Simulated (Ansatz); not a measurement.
Total energies of K₃Na⁺ (the lowest doublet isomer of a short search) from Ansatz at r2SCAN/def2-TZVP, gas phase (1 Eh = 27.2114 eV = 2625.5 kJ/mol). The reference geometry is relaxed at PBE0/def2-TZVP.

```
atom   x (Å)   y (Å)   z (Å)
 Na1  -0.833   0.945  -0.090
  K2   1.804  -1.679   0.208
  K3  -0.450  -0.252   3.903
  K4  -0.521   0.986  -4.021
```

```json
{"state": "charge 1 doublet", "geometry": "reference", "energy (Eh)": "-1961.78148"}
{"state": "charge 0 singlet", "geometry": "reference", "energy (Eh)": "-1961.90069"}
{"state": "charge 1 quartet", "geometry": "relaxed at PBE0/def2-TZVP", "energy (Eh)": "-1961.75583"}
```

Q: Work out the vertical electron affinity, to the singlet.

A: E(charge 1 doublet) − E(charge 0 singlet) = -1961.78148 − (-1961.90069) = 0.11921 Eh = 3.24 eV.

Q: Which of the charge 1 states is lowest, and how far above it are the others?

A: The doublet. quartet: -1961.75583 − (-1961.78148) = 0.02565 Eh = 67.3 kJ/mol. The quartet differs in its bonds from the reference.

At r2SCAN/def2-TZVP the charge 1 doublet is spin-contaminated (final ⟨S²⟩ up to 0.83, 0.75 for a pure state). A triplet lies near this restricted singlet, and broken spin symmetry wasn't tried. 

The structure comes from a short search, and lower isomers may exist.
